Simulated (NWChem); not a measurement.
A series in which one site is exchanged, each optimised at PBE0/def2-SVP with NWChem, gas phase unless a solvent is named. For some, no frequency run checked for a minimum. def2 effective core potentials on Sb, Bi; no spin-orbit coupling.

A: [BiH2][SiH3] (SiBiH$_{5}$; site = Bi)
B: [SiH3][SbH2] (SiSbH5; site = Sb)
C: [AlH2][SiH3] (AlSiH5; site = Al)
D: N[SiH3] (SiNH₅; site = N)

Question: Rank them by dipole (D), PBE0/def2-SVP, lowest first.

Answer: B (0.10), C (0.32), A (0.88), D (1.44)
